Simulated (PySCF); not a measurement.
Bond length, frequency and bond energy of SeF by level of theory

State: ²Π (doublet), unpaired electrons π ↑. Set-up: Se aug-pcseg-1, F aug-pcseg-1; no relativity (PySCF 2.14). De refers to Se + F in their high-spin ground configurations, without counterpoise correction. The functionals are run spin-unrestricted. A positive dipole means Se(−)F(+).

| Level | Re (Å) | ωe (cm⁻¹) | De (eV) | μ (D) |
| --- | --- | --- | --- | --- |
| UHF | 1.756 | 731 | 1.17 | -1.90 |
| UHF-MP2 | 1.800 | 662 | 3.33 | n/a |
| UHF-SCS-MP2 | 1.802 | 656 | 3.19 | n/a |
| PBE | 1.808 | 649 | 3.80 | -1.48 |
| PBEsol | 1.793 | 669 | 4.12 | -1.40 |
| r²SCAN | 1.789 | 674 | 3.41 | -1.47 |
| r²SCANh | 1.781 | 686 | 3.25 | -1.51 |
| PBE0 | 1.780 | 689 | 3.30 | -1.58 |
| B97-3 | 1.787 | 678 | 3.28 | -1.65 |

The bond length runs from 1.756 Å (UHF) to 1.808 Å (PBE). De spans 1.17 eV (UHF, mean field) to 4.12 eV (PBEsol, GGA).

Correlated steps freeze 10 core orbitals. Correlated levels converge slowly with the basis: in double zeta they bind strong bonds too weakly, by up to about 1 eV, and carry superposition errors of some tenths. Spin–orbit coupling is left out. The state was picked by a PBE0 search and need not be the measured ground state.

The whole job (state search and all levels along the bond) took about 2.2 min on 1 thread of Arm Neoverse V1 (shared host), peak memory 0.68 GiB.
